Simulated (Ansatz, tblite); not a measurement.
Species of one formula, Si19PH30 (doublet), each relaxed with PBE-D4/def2-SVP in Ansatz.

The xTB rows come from tblite. Correlated methods freeze 100 core orbitals. Single mean-field runs in def2-SVP, def2-TZVP are fitted with def2-universal-jkfit.

Other spin states weren't relaxed.

A: Si₁₉PH₃₀

Cartesian coordinates in Å:
```
P -1.699 1.123 0.346
Si -0.228 3.237 -2.062
Si -0.591 1.436 3.971
Si 0.333 4.247 1.606
Si -0.085 -1.803 0.282
Si 0.469 -0.742 -1.776
Si 1.996 0.990 1.212
Si -2.237 -3.155 -2.322
Si 1.487 -4.280 -1.889
Si -2.376 0.949 2.516
Si -2.264 -2.666 -0.020
Si -1.210 3.343 0.073
Si -1.422 -1.108 -3.148
Si 1.261 1.416 -2.277
Si -0.269 3.763 3.828
Si 1.457 0.408 3.421
Si 2.431 3.290 1.140
Si 1.311 -3.712 0.388
Si 2.084 -2.176 -2.753
Si -0.648 -4.856 -2.712
H 0.492 4.514 -2.424
H -1.320 3.012 -3.081
H -1.009 1.055 5.373
H 0.355 5.739 1.366
H -3.023 1.240 -0.214
H 0.029 -1.004 1.552
H 3.045 0.087 0.603
H -3.586 -3.557 -2.868
H 2.469 -5.391 -2.179
H -3.526 1.873 2.837
H -2.847 -0.473 2.699
H -3.338 -1.651 0.284
H -2.486 -3.875 0.854
H -2.460 4.190 0.073
H -2.459 -0.024 -2.979
H -1.021 -1.160 -4.602
H 1.514 1.296 -3.767
H 2.601 1.700 -1.649
H -1.549 4.479 4.185
H 0.820 4.222 4.766
H 2.490 0.969 4.377
H 1.405 -1.086 3.612
H 3.439 3.709 2.186
H 2.920 3.745 -0.210
H 2.676 -3.358 0.931
H 0.717 -4.799 1.249
H 3.475 -1.812 -2.291
H 2.048 -2.101 -4.259
H -1.123 -6.128 -2.053
H -0.552 -5.114 -4.196
```

B: Si₁₉PH₃₀, a doped nanocrystal cut from the lattice of silicon (P on a surface site)

```xyz
50

P     2.408    0.520    1.653
Si   -0.119    2.521    4.476
Si   -0.458    2.789    0.819
Si   -2.886    0.402    2.799
Si    4.807   -0.658   -1.695
Si    1.744    1.373   -1.936
Si    1.568   -2.466   -2.791
Si   -0.602   -1.043    0.055
Si   -3.932    0.839   -0.889
Si   -1.685   -0.600   -3.706
Si    1.493    0.905    3.873
Si    4.134   -0.800    0.562
Si    0.731    0.881    0.129
Si   -1.595   -1.457    2.146
Si   -1.731    2.453    2.770
Si   -4.707    0.518    1.311
Si    0.643   -2.902   -0.669
Si    2.815   -0.474   -2.925
Si   -0.233   -2.355   -4.304
Si   -2.387   -0.838   -1.471
H     3.048    1.795    1.507
H     0.537    3.880    4.455
H    -0.744    2.308    5.837
H     0.568    3.866    1.091
H    -1.300    3.246   -0.346
H    -3.410    0.185    4.201
H     5.596    0.615   -1.879
H     5.648   -1.820   -2.176
H     2.776    2.445   -1.669
H     0.687    1.972   -2.830
H     2.474   -3.609   -3.191
H    -3.283    2.192   -1.021
H    -5.087    0.780   -1.861
H    -0.997    0.729   -3.880
H    -2.907   -0.611   -4.593
H     2.774    1.124    4.641
H     0.984   -0.468    4.223
H     5.295   -0.508    1.481
H     3.663   -2.200    0.859
H    -0.555   -1.822    3.171
H    -2.525   -2.635    1.980
H    -2.748    3.563    2.912
H    -5.636    1.639    1.710
H    -5.478   -0.778    1.355
H     1.690   -3.276    0.347
H    -0.314   -4.062   -0.806
H     3.080   -0.187   -4.386
H     0.278   -2.158   -5.710
H    -1.012   -3.647   -4.257
H    -3.111   -2.163   -1.372
```

C: Si19PH30, a doped nanocrystal cut from the lattice of silicon (P on an inner site)

Cartesian coordinates in Å:
```
P -0.4829 -0.6091 0.8650
Si 2.7476 0.1804 -0.8617
Si 3.5119 3.8015 0.3900
Si 0.4963 2.9504 -1.7645
Si 0.1079 3.0100 2.0849
Si 2.2280 -3.5154 -1.8324
Si -0.2634 -0.8092 -2.7692
Si -1.1324 -3.9659 -0.1814
Si -3.1294 2.0900 0.2400
Si -3.9165 -1.5330 -0.6697
Si 3.9557 1.5105 0.6650
Si 3.1259 -2.0517 -0.2258
Si 0.4536 0.6826 -1.1012
Si 0.2141 0.7051 2.5907
Si 1.1760 4.0036 0.2301
Si -2.1878 3.4874 1.8778
Si -0.6114 -2.7629 1.7725
Si -0.0716 -3.0742 -2.0969
Si -3.4693 -3.8188 -0.3560
Si -2.7238 -0.1509 0.8222
H 3.4006 0.3776 -2.2129
H 4.1448 4.2968 -0.8869
H 4.0570 4.6100 1.5420
H 1.5062 3.2702 -2.8463
H -0.8464 3.4628 -2.2178
H 0.6174 3.6911 3.3387
H 2.9466 -3.2604 -3.1358
H 2.4388 -4.9602 -1.4486
H 0.6481 -0.7074 -3.9716
H -1.6617 -0.4987 -3.2415
H -0.6876 -5.4052 -0.0674
H -2.6150 2.3614 -1.1457
H -4.6317 2.2475 0.2186
H -3.5619 -1.1291 -2.0757
H -5.3714 -1.2011 -0.4404
H 5.4254 1.2110 0.4906
H 3.5771 1.1204 2.0714
H 4.6139 -2.2763 -0.0914
H 2.5106 -2.3023 1.1272
H 1.5923 0.2159 2.9446
H -0.6995 0.4478 3.7635
H 0.7615 5.4567 0.2945
H -2.4001 4.9443 1.5493
H -2.9089 3.1753 3.1670
H 0.7370 -3.0941 2.3494
H -1.6629 -2.9558 2.8408
H -0.5818 -3.9235 -3.2426
H -4.0195 -4.6333 -1.5005
H -4.1184 -4.2769 0.9268
H -3.2392 -0.3950 2.2210
```

**Question.** Estimate which lies lowest at each level, and how far above it the others are (eV).

**Answer.** 
| level | A | B | C |
| --- | --- | --- | --- |
| GFN1-xTB | 1.32 | 0.45 | 0.00 |
| GFN2-xTB | 1.34 | 0.62 | 0.00 |
| HF/def2-SVP | 0.25 | 0.08 | 0.00 |
| PBE-D4/def2-SVP | 0.50 | 0.10 | 0.00 |
| PBE-D4/def2-TZVP | 0.54 | 0.04 | 0.00 |
| revPBE-D4/def2-TZVP | 0.46 | 0.10 | 0.00 |
| r2SCAN-D4/def2-TZVP | 0.56 | 0.04 | 0.00 |
| PBE0-D4/def2-SVP | 0.45 | 0.15 | 0.00 |
| PBE0-D4/def2-TZVP | 0.50 | 0.07 | 0.00 |
| MP2/def2-SVP | 0.48 | 0.21 | 0.00 |
Point groups (tolerance 0.1 Å): A not assigned, B Cs, C not assigned.
